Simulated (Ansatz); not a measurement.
Computed with Ansatz on PBE0-D4/def2-TZVP structures; ΔE is electronic, products minus reactants. CBS: MP2 limit from def2 TZ/QZ plus the TZ coupled-cluster correction, frozen cores. Functionals use def2-TZVPP. For Ge outer-core shells are correlated without core-valence functions, which leaves a few kJ/mol of doubt a bond. Scalar relativity is left out up to krypton. One conformer a species, not always the lowest.

`[SiH3]C#[C][GeH3]` + `[OH][Ge][Cl]` → `[SiH3][O][Ge][Cl]` + `C#[C][GeH3]`  (ligand exchange at the Si–C bond)

`[SiH3]C#[C][GeH3]`:

Cartesian coordinates in Å:
```
Si -0.839 2.219 0.652
C -0.220 0.574 0.165
C 0.193 -0.520 -0.157
Ge 0.845 -2.235 -0.656
H -0.599 3.181 -0.452
H -2.293 2.135 0.931
H -0.124 2.672 1.870
H 1.295 -2.180 -2.121
H -0.285 -3.256 -0.484
H 2.027 -2.590 0.252
```

`[OH][Ge][Cl]`:

Cartesian coordinates in Å:
```
O 0.689 0.922 0.104
Ge 0.414 -0.408 -1.034
Cl -1.223 -1.430 0.048
H 0.119 0.917 0.881
```

`[SiH3][O][Ge][Cl]`:

Z-matrix (Å, degrees):
```
Si
O 1 1.655
H 1 1.484 2 107.2
H 1 1.484 2 110.4 3 119.3
H 1 1.484 2 110.5 3 -119.3
Ge 2 1.768 1 138.4 3 179.8
Cl 6 2.210 2 99.4 1 0.0
```

`C#[C][GeH3]`:

Cartesian coordinates in Å:
```
C -0.194 -0.852 1.803
C -0.077 -0.339 0.719
Ge 0.107 0.468 -0.990
H -0.297 -1.306 2.762
H -1.268 0.972 -1.445
H 1.091 1.638 -0.877
H 0.639 -0.581 -1.973
```

CCSD(T)/CBS gives -0.62 eV.

Q: Another level gave -0.43 eV. Which?
A. PBE/def2-TZVPP
B. PBE0/def2-TZVPP
C. HF/def2-TZVPP
D. CCSD/def2-TZVPP

A: A. PBE -0.43, CCSD/def2-TZVPP -0.63, HF/def2-TZVPP -0.74, PBE0 -0.49 eV.

Largest T1 diagnostic among the species: 0.014.

From BLYP to BHLYP (50 % exact exchange), in def2-TZVPP and without D4, ΔE moves by −0.13 eV. The D4 term adds −0.05 eV with B3LYP and −0.03 eV with PBE0; it sums over pairs of atoms, weighted by their polarisabilities, and B3LYP, whose exchange is more repulsive, gets the larger term.

B3LYP here is the variant with VWN-RPA as its local correlation; programs differ in this.
